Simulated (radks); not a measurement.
Problem. The iodine ion I2+, [Kr] 4d10 5s2 5p3. Calculated with a radial shooting solver on a logarithmic mesh with Libxc functionals: non-relativistic Kohn-Sham, PBE, spin-polarised, spherical densities, point nucleus. Every spin shell is full or empty, so the densities are truly spherical. Functionals are evaluated on that one density, not self-consistently. Rank these exchange functionals by their error against the exact value of the orbitals, and give that value: LDA, RPBE, PW91, WC, SOGGA, APBE, revTPSS, r2SCAN, TASK.

Solution. Exact: -173.382 hartree. From best to worst, with 100 (|E| - |E exact|)/|E exact| (equal figures are ties): PW91 -0.02, r2SCAN -0.12, RPBE -0.25, APBE +0.28, WC -0.85, revTPSS -0.94, TASK -2.21, SOGGA -2.25, LDA -4.76.
